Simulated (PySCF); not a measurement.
Magnetic shielding above rings: a mixed set.

Probes without a nucleus sit at each ring's centroid and 1 Å off its mean plane on both sides; NICS is minus the shielding there, NICSzz its component along the normal. Level: GIAO PBE0/pcSseg-1 (PySCF, non-relativistic, gas phase) on the GFN2-xTB geometries, one conformer each. Atom numbers follow the mapped SMILES.

Question: Order these rings by mean NICS(1)zz, lowest (most negative) first (ppm).
A. ring C5–C6–C7–C8–C9–C10–C11 in `[CH3:1][c:2]1[cH:3][cH:4][c:5]2[cH:6][cH:7][cH:8][cH:9][cH:10][c:11]1-2`
B. ring C5–C6–P7–C8–P9 in `[CH3:1][C:2]([CH3:3])([CH3:4])[c:5]1[cH:6][p-:7][cH:8][p:9]1` (charge -1)
C. ring C3–N4–N5–N6–C7 in `[N:1]#[C:2][c:3]1[n-:4][n:5][n:6][c:7]1[CH:8]1[CH2:9][CH2:10]1` (charge -1)
D. ring C3–N4–N5–S6–C7 in `[CH3:1][O:2][c:3]1[n:4][n:5][s:6][c:7]1[O:8][CH3:9]`
E. ring C2–C3–N4–N5–C7 in `[CH3:1][c:2]1[cH:3][n:4][n:5]([CH3:6])[c:7]1[F:8]`

Answer: C (-32.7), B (-27.9), E (-26.5), D (-23.8), A (-19.8).

| SMILES | ring | NICS(0) | NICS(1) | NICS(1)zz | HOMA | rms pucker (Å) | ring atoms with four or more neighbours |
| --- | --- | --- | --- | --- | --- | --- | --- |
| N#Cc1[n-]nnc1C1CC1 | 5-membered ring with 3 N; formal bonds all aromatic | -11.4 | -13.6 | -32.7 | 0.94 | 0.00 | 0 |
| CC(C)(C)c1c[p-]cp1 | 5-membered ring with 2 P; formal bonds all aromatic | -10.8 | -10.9 | -27.9 | 0.79 | 0.00 | 0 |
| Cc1cnn(C)c1F | 5-membered ring with 2 N; formal bonds all aromatic | -14.2 | -10.9 | -26.5 | 0.95 | 0.00 | 0 |
| COc1nnsc1OC | 5-membered ring with 2 N and S; formal bonds all aromatic | -10.6 | -10.9 | -23.8 | – | 0.00 | 0 |
| Cc1ccc2cccccc1-2 | 7-membered carbocycle; formal bonds 6 aromatic, 1 single | -5.2 | -8.1 | -19.8 | 0.62 | 0.00 | 0 |

NICS(0) gives another order. The isotropic NICS(1) ties some rings at the printed digit and otherwise keeps the order. Over the 4 rings with a HOMA value its correlation coefficient with NICS(1)zz is -0.82. HOMA uses Krygowski's 1993 parameters; it is left out where a ring has a four-coordinate atom, a triple bond, no multiple bond or a kind of bond without parameters. NICS(1) and NICS(1)zz are means over the two faces.
